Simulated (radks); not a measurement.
Results of a calculation; reference values are marked as such.
Cd3.5+, 44.5 electrons, occupied as [Kr] 4d7.5 5s1 (fractional occupations, a model configuration). Level of theory: scalar-relativistic Kohn-Sham, LDA (Slater exchange, Perdew-Wang correlation), spin-unpolarised, spherical densities, finite nucleus; Fermi nuclear charge, rms radius 4.6087 fm (a radial shooting solver on a logarithmic mesh with Libxc functionals).

X-ray form factor f0, the Fourier transform of the density (f0(0) = 44.5):

| sin(theta)/lambda (1/angstrom) | f0 (electrons) |
|---|---|
| 0.05 | 44.009 |
| 0.1 | 42.625 |
| 0.15 | 40.580 |
| 0.2 | 38.153 |
| 0.25 | 35.592 |
| 0.3 | 33.075 |
| 0.4 | 28.554 |
| 0.5 | 24.936 |
| 0.6 | 22.175 |
| 0.8 | 18.386 |
| 1 | 15.631 |
| 1.25 | 12.626 |
| 1.5 | 10.079 |
| 2 | 6.864 |
